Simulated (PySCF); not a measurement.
## Property card for BMe2(NCO) (`CB(C)N=C=O`)

Compound: BMe2(NCO), C₃H₆BNO.
Structure used (PBE0-D3(BJ)/def2-SVP), in Å, numbered top down from 1:
```xyz
12
C3H6BNO angstrom
B      0.011    0.036    0.008
C      1.581   -0.012   -0.045
H      1.951    0.159    0.983
H      2.001    0.804   -0.653
H      1.988   -0.975   -0.384
C     -0.775    1.396    0.032
H     -0.819    1.767   -1.009
H     -0.243    2.173    0.604
H     -1.810    1.314    0.392
N     -0.719   -1.191    0.035
C     -1.257   -2.258    0.041
O     -1.793   -3.297    0.048
```

**PBE0-D3(BJ)/def2-SVP geometry optimisation, gas phase (PySCF)**

* Rotational constants A, B, C: 7.556, 1.850, 1.514 GHz

From B3LYP/def2-SVPD ground state and vertical TDDFT (core frozen in the response) (PySCF):

- Dipole moment: 2.36 D
- HOMO energy: -7.86 eV
- LUMO energy: -1.34 eV
- HOMO–LUMO gap: 6.52 eV
- Lowest singlet excitation: 5.08 eV (244 nm, f = 0.000)
- Lowest triplet excitation (Tamm–Dancoff): 4.86 eV
- Static isotropic polarisability: 63.3 au
- Electronic spatial extent ⟨r²⟩ about the centre of nuclear charge: 769 bohr²

From B3LYP/pcSseg-1 ground state and GIAO shieldings, non-relativistic (PySCF):

- 13C chemical shifts (computed TMS as zero) by class: 133.2 (C11), 12.3 (C2/C6) ppm
- 1H chemical shifts (computed TMS as zero) by class: 0.70 (H3/H4/H5/H7/H8/H9) ppm
- Isotropic shieldings of nuclei other than C and H, by class: 39 (B1), 172 (N10), 151 (O12) ppm

From B3LYP/pcJ-1 indirect spin-spin coupling, non-relativistic, gas phase; spin–dipole term left out for some pairs (PySCF):

- Largest of the computed one-bond spin–spin couplings (means over like bonds): 13C–1H +125.3 (C2–H3 and 5 like it), 15N–13C -68.2 (N10–C11), 13C–11B +59.4 (C2–B1 and 1 like it), 15N–11B -38.3 (N10–B1), 17O–13C +17.8 (O12–C11) Hz

From delta-SCF UKS SCAN, pcX-2 on the ionised atom, pcseg-1 elsewhere, spin-free X2C (PySCF):

* Core binding energies: B1s 196.7 (B1), C1s 290.3 (C2/C6), C1s 294.9 (C11), N1s 405.6 (N10), O1s 539.3 (O12) eV

Monoisotopic mass (most abundant isotopes): 83.0542 u.

S1 lies 1.44 eV below the HOMO–LUMO gap; its leading configuration is HOMO→LUMO, weight 0.99. The rotational constants make it an asymmetric top with κ = (2B − A − C)/(A − C) = -0.89, nearer the prolate limit (−1). The vertical singlet–triplet gap S1 − T1 is 0.22 eV (TDDFT singlet less Tamm–Dancoff triplet; S1: HOMO→LUMO, weight 0.99; T1: HOMO→LUMO, weight 0.99). No computed singlet falls in the visible range (750 to 380 nm, 1.65 to 3.26 eV); S1 lies 1.82 eV above its blue end. The largest Löwdin shares of the HOMO are 0.31 on N10, 0.22 on O12, 0.12 on C11 and 0.11 on B1. The polarisability is 9.38 Å³ as a volume (1 au = 0.148185 Å³), or 1.44 au for each of the 44 electrons. The largest Löwdin shares of the LUMO are 0.33 on B1, 0.15 on N10, 0.14 on C11 and 0.12 on O12. In atomic units the dipole is 0.93 e·bohr (1 au = 2.5417 D).

 NMR classes are plain means over equivalent atoms (diastereotopic ones count apart unless rotation or inversion swaps them), as if these changed places fast; in this geometry the members of some classes differ.
